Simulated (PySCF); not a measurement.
## Nuclear quadrupole coupling in 5-methoxy-3,4-dihydro-2H-pyrrole

Species: 5-methoxy-3,4-dihydro-2H-pyrrole, C5H9NO.
Cartesian coordinates in Å at the GFN2-xTB level; atoms count from 1:
```
atom  x, y, z in Å
C1     2.6868   -0.1772   -0.0710
O2     1.5369   -0.8857    0.3566
C3     0.3749   -0.2871    0.1094
N4     0.2398    0.8367   -0.4572
C5    -1.1620    1.1602   -0.5650
C6    -1.9534    0.0647    0.1997
C7    -0.8964   -0.9978    0.5190
H8     3.5436   -0.7806    0.2203
H9     2.6657   -0.0371   -1.1536
H10    2.7272    0.8045    0.4050
H11   -1.4244    1.1924   -1.6265
H12   -1.3254    2.1584   -0.1527
H13   -2.7654   -0.3318   -0.4059
H14   -2.3779    0.4755    1.1148
H15   -0.8636   -1.2804    1.5702
H16   -1.0140   -1.9057   -0.0745
```

Field gradients from the PBE0/pcSseg-1 density (PySCF, non-relativistic), principal values in atomic units, ordered |Vxx| ≤ |Vyy| ≤ |Vzz|:

```json
{"atom": "O2", "Vxx": "-0.3825", "Vyy": "-1.4223", "Vzz": "1.8048"}
{"atom": "N4", "Vxx": "0.3755", "Vyy": "0.4999", "Vzz": "-0.8753"}
```

Problem. Find the asymmetry η = (Vxx − Vyy)/Vzz and the couplings χ = eQV/h (234.96 MHz × Q in barn × V in au), with Q(17O) = −0.0256 b, Q(14N) = 0.02044 b.

Solution. 
| atom | environment | nucleus | η | χzz (MHz) | χxx (MHz) | χyy (MHz) |
| --- | --- | --- | --- | --- | --- | --- |
| O2 | oxygen bonded to 2 C | 17O | 0.58 | -10.86 | 2.30 | 8.56 |
| N4 | C=N nitrogen | 14N | 0.14 | -4.204 | 1.803 | 2.401 |

Problem. What is Vzz at N4 in SI units (1 au = 9.71736 × 10²¹ V/m²)?

Solution. -0.8753 au = -8.506 × 10²¹ V/m².

Problem. What couplings would deuterons (Q(2H) = 0.00286 b) have in place of the hydrogens, at this geometry?

Solution. 
```tsv
atom	bonded to	bond length (Å)	Vzz (au)	η	χzz (kHz)
H8	C1	1.088	0.3066	0.08	206
H9	C1	1.092	0.2967	0.10	199
H10	C1	1.092	0.2963	0.10	199
H11	C5	1.094	0.2979	0.03	200
H12	C5	1.092	0.3009	0.03	202
H13	C6	1.088	0.3130	0.01	210
H14	C6	1.089	0.3095	0.02	208
H15	C7	1.089	0.3100	0.01	208
H16	C7	1.091	0.3066	0.01	206
```

One conformer (not necessarily the lowest) at the GFN2-xTB geometry, without solvent, vibrations or thermal averaging. GFN2-xTB bond lengths can be off by several hundredths of an ångström, more for odd bonds, and the gradients follow them. A larger basis could move these couplings by a tenth or more.
